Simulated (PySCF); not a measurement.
CCuO, SMILES O=[C+][Cu], charge +1, multiplicity 1.

Geometry: ωB97X-D3(BJ)/def2-TZVP. The spin state was assumed, not searched.

Two levels are set side by side: PBE/def2-TZVPD (PySCF) and r2SCAN/def2-TZVPD (PySCF). Same geometry, gas phase. Differences are taken from unrounded values.

```tsv
quantity	PBE
orbital gap (eV)	3.60
highest occupied level (eV)	-13.33
lowest empty level (eV)	-9.72
mean polarisability (bohr³)	23.8
```

### Question
These are the PBE values. What does r2SCAN give? (The exact figures need the calculation; the answer reports its results.)

### Answer

```
quantity                     r2SCAN  PBE minus r2SCAN
---------------------------  ------  ----------------
orbital gap (eV)               4.16             -0.56
highest occupied level (eV)  -13.40              0.07
lowest empty level (eV)       -9.24             -0.49
mean polarisability (bohr³)    22.8               1.0
```

Rough cost on one machine, each run with all the roots and properties that it gave: r2SCAN against PBE about 3 times.
